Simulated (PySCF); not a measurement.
Simulation results for AlBO₂

Calculation on a computer-drawn molecule: vertical ionisation energy to the stated ion spin, frozen-core CCSD(T) at the basis limit and cheaper methods, single-reference cases, UHF for radicals, no spin-orbit; all values are single points at the evaluated structure, the first of each entry, which is the reference or a displaced copy of it and isn't optimised; the reference structure only sets the zero of the energies above reference; triples share is (T) over the correlation energy. Program: PySCF 2.14.0.

Common to all runs: charge 0; multiplicity 1; ion multiplicity 2; diffuse functions no; basis cc-pV(n+d)Z; reference is the Hartree-Fock double-zeta minimum; best is HF at quadruple zeta + MP2 correlation extrapolated from triple and quadruple zeta + CCSD(T) minus MP2 at triple zeta; basis step is the size of the change from the same recipe one zeta lower.

(1) AlBO₂

Evaluated structure:
```xyz
4
AlBO2
O     -0.3107     0.9043     0.4543
B     -0.4468    -0.2282     0.0916
O     -0.4132    -1.2581    -0.6243
Al    -0.5035    -2.6399    -1.3820
```

Reference structure:
```xyz
4
AlBO2
O     -0.3293     0.9467     0.5456
B     -0.3943    -0.1131    -0.0119
O     -0.4647    -1.2611    -0.6159
Al    -0.5584    -2.7948    -1.4234
```

* ionisation energy best: 9.677 eV
* ionisation energy basis step: 0.01408 eV
* energy above reference best: 14.49 kcal/mol
* energy above reference basis step: 0.6425 kcal/mol
* ionisation energy Koopmans at triple zeta: 9.272 eV
* ionisation energy EOM CCSD at triple zeta: 9.696 eV
* total energy HF triple zeta: -416.5421 hartree
* total energy CCSD(T) triple zeta: -417.1682 hartree
* total energy best: -417.2651 hartree
* T1 diagnostic at triple zeta: 0.01664
* D1 diagnostic at triple zeta: 0.04133
* ion T1 diagnostic at triple zeta: 0.01949
* ion D1 diagnostic at triple zeta: 0.04826
* ion spin squared at triple zeta: 0.7512
* triples share at triple zeta: 0.0392
* basis functions triple zeta: 129
* dipole magnitude HF at triple zeta: 3.841 debye
* dipole magnitude CCSD unrelaxed at triple zeta: 3.512 debye
* dipole magnitude PBE at triple zeta: 3.422 debye
* dipole magnitude r2SCAN at triple zeta: 3.461 debye
* dipole magnitude B3LYP at triple zeta: 3.66 debye
* dipole magnitude wB97X at triple zeta: 3.59 debye

Drawn bonds:
```tsv
atom	other atom	order
1	2	2
2	3	1
3	4	1
```

Triple zeta:
```tsv
method	ionisation energy (eV)	energy above reference (kcal/mol)
HF	8.592	12.67
PBE	9.489	15.62
r2SCAN	9.382	13.88
B3LYP	9.705	14.55
wB97X	9.723	14.28
MP2	9.309	15.17
CCSD	9.578	14.43
CCSD(T)	9.589	14.74
```

(2) AlBO₂

Evaluated structure:
```xyz
4
AlBO2
O     -0.3148     0.9438     0.5455
B     -0.3488    -0.1051    -0.0020
O     -0.5062    -1.3317    -0.6130
Al    -0.5423    -2.7107    -1.3583
```

Reference structure:
```xyz
4
AlBO2
O     -0.3293     0.9467     0.5456
B     -0.3943    -0.1131    -0.0119
O     -0.4647    -1.2611    -0.6159
Al    -0.5584    -2.7948    -1.4234
```

* ionisation energy best: 9.492 eV
* ionisation energy basis step: 0.01534 eV
* energy above reference best: 11.98 kcal/mol
* energy above reference basis step: 0.09176 kcal/mol
* ionisation energy Koopmans at triple zeta: 9.073 eV
* ionisation energy EOM CCSD at triple zeta: 9.497 eV
* total energy HF triple zeta: -416.5438 hartree
* total energy CCSD(T) triple zeta: -417.1731 hartree
* total energy best: -417.2691 hartree
* T1 diagnostic at triple zeta: 0.01667
* D1 diagnostic at triple zeta: 0.03794
* ion T1 diagnostic at triple zeta: 0.01877
* ion D1 diagnostic at triple zeta: 0.04146
* ion spin squared at triple zeta: 0.7512
* triples share at triple zeta: 0.03983
* basis functions triple zeta: 129
* dipole magnitude HF at triple zeta: 2.996 debye
* dipole magnitude CCSD unrelaxed at triple zeta: 2.742 debye
* dipole magnitude PBE at triple zeta: 2.765 debye
* dipole magnitude r2SCAN at triple zeta: 2.773 debye
* dipole magnitude B3LYP at triple zeta: 2.946 debye
* dipole magnitude wB97X at triple zeta: 2.819 debye

Drawn bonds:
```tsv
atom	other atom	order
1	2	2
2	3	1
3	4	1
```

Triple zeta:
```tsv
method	ionisation energy (eV)	energy above reference (kcal/mol)
HF	8.385	11.6
PBE	9.399	12.3
r2SCAN	9.227	11.55
B3LYP	9.541	12.05
wB97X	9.536	11.49
MP2	9.126	11.84
CCSD	9.385	11.66
CCSD(T)	9.403	11.65
```

(3) AlBO₂

Evaluated structure:
```xyz
4
AlBO2
O     -0.2445     0.8938     0.6528
B     -0.3127    -0.1076    -0.0535
O     -0.4752    -1.2731    -0.6847
Al    -0.5661    -2.7554    -1.3494
```

Reference structure:
```xyz
4
AlBO2
O     -0.3293     0.9467     0.5456
B     -0.3943    -0.1131    -0.0119
O     -0.4647    -1.2611    -0.6159
Al    -0.5584    -2.7948    -1.4234
```

* ionisation energy best: 9.749 eV
* ionisation energy basis step: 0.00877 eV
* energy above reference best: 3.891 kcal/mol
* energy above reference basis step: 0.3746 kcal/mol
* ionisation energy Koopmans at triple zeta: 9.352 eV
* ionisation energy EOM CCSD at triple zeta: 9.769 eV
* total energy HF triple zeta: -416.5540 hartree
* total energy CCSD(T) triple zeta: -417.1863 hartree
* total energy best: -417.2820 hartree
* T1 diagnostic at triple zeta: 0.01753
* D1 diagnostic at triple zeta: 0.04163
* ion T1 diagnostic at triple zeta: 0.02042
* ion D1 diagnostic at triple zeta: 0.04732
* ion spin squared at triple zeta: 0.7513
* triples share at triple zeta: 0.04063
* basis functions triple zeta: 129
* dipole magnitude HF at triple zeta: 3.958 debye
* dipole magnitude CCSD unrelaxed at triple zeta: 3.602 debye
* dipole magnitude PBE at triple zeta: 3.556 debye
* dipole magnitude r2SCAN at triple zeta: 3.59 debye
* dipole magnitude B3LYP at triple zeta: 3.789 debye
* dipole magnitude wB97X at triple zeta: 3.707 debye

Drawn bonds:
```tsv
atom	other atom	order
1	2	2
2	3	1
3	4	1
```

Triple zeta:
```tsv
method	ionisation energy (eV)	energy above reference (kcal/mol)
HF	8.669	5.239
PBE	9.594	3.655
r2SCAN	9.467	3.605
B3LYP	9.794	4.224
wB97X	9.798	4.005
MP2	9.375	3.278
CCSD	9.646	3.78
CCSD(T)	9.655	3.374
```
